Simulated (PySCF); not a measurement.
# Name the molecule from its bond curve

A diatomic of charge -1 contains Se. Its singlet curve at RHF-SCS-MP2 in a double-zeta basis (scalar-relativistic core potentials, PySCF), in eV from the separated fragments:

(R (Å), E (eV)): (1.613, -1.022), (1.688, -1.581), (1.762, -1.893), (1.819, -2.009), (1.875, -2.051), (1.931, -2.036), (2.006, -1.951), (2.100, -1.775), (2.212, -1.505), (2.362, -1.109)

The fit gives ωe = 548 cm⁻¹ and the rotational constant Bₑ = 0.3088 cm⁻¹.

Q: Which atom is the partner?

A: The minimum lies at 1.886 Å, so the reduced mass is 16.8576 u Å² cm⁻¹/(Bₑ·Re²) = 15.35 u. With Se at 79.92 u the partner weighs about 19.0 u: F. The molecule is SeF⁻.

Correlated steps freeze 5 core orbitals.
